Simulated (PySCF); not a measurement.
# Löwdin shares of the frontier orbitals

Species: SeBr2Me2, C2H6Br2Se.
Cartesian coordinates in Å at the PBE0-D3(BJ)/def2-SVP level; atoms count from 1:
```
atom  x, y, z in Å
Se1   -0.6141   -0.8193    0.0235
Br2   -0.6169   -0.7851    2.5834
Br3   -0.6491   -0.8892   -2.5332
C4     1.3258   -0.7149   -0.0116
H5     1.6861   -1.7451   -0.1252
H6     1.6523   -0.2873    0.9428
H7     1.6121   -0.1120   -0.8803
C8    -1.0125    1.0822    0.0076
H9    -2.1006    1.1684    0.1174
H10   -0.6833    1.4814   -0.9578
H11   -0.5018    1.5354    0.8644
```

Computed with TDDFT CAM-B3LYP/def2-SVPD, vertical, gas phase, core orbitals frozen in the response (PySCF). The CAM-B3LYP/def2-SVPD calculation is non-relativistic and has no spin–orbit coupling, an omission that weighs most on bromine and selenium.

Frontier orbitals with the atoms that hold most of them (Löwdin shares over 4%, at most four atoms; ? is withheld):

```
orbital  ε (eV)                            atoms
 LUMO+2    0.46  Se1 44%, C4 13%, C8 13%, Br3 8%
 LUMO+1    0.01  Se1 52%, C4 13%, C8 13%, Br2 5%
   LUMO   -1.70                                ?
   HOMO       ?        Br2 41%, Br3 41%, Se1 16%
 HOMO-1   -9.27                 Br2 57%, Br3 35%
 HOMO-2   -9.30         Br2 51%, Br3 37%, Se1 6%
 HOMO-3   -9.32         Br3 55%, Br2 33%, Se1 6%
```

Question: Which atoms hold the LUMO, and with what shares?

Answer: Se1 (bonded to 2 Br and 2 C) 36%; Br3 (bonded to Se) 30%; Br2 (bonded to Se) 29%. By element: bromine 59%, selenium 36%.

Question: What is the HOMO energy, and the HOMO–LUMO gap?

Answer: ε(HOMO) = -8.56 eV; the gap is 6.86 eV (0.2523 hartree).

Question: How does S1 compare with the orbital gap of 6.86 eV?

Answer: S1 is at 4.07 eV (f = 0.060), 2.80 eV below the gap, made of HOMO-4→LUMO (50%), HOMO→LUMO (47%). 

Next come S2 at 4.25 eV (f 0.0000), HOMO-1→LUMO (98%); S3 at 4.28 eV (f 0.0016), HOMO-2→LUMO (98%); S4 at 4.30 eV (f 0.0018), HOMO-3→LUMO (98%); S5 at 5.21 eV (f 0.922), HOMO-4→LUMO (44%), HOMO→LUMO (43%).

Orbitals of the list HOMO-3 to LUMO+2 that lie within 0.01 eV of each other are written together with a slash and their weights summed (≥ marks a lower bound); for degenerate orbitals outside that list single weights are arbitrary.
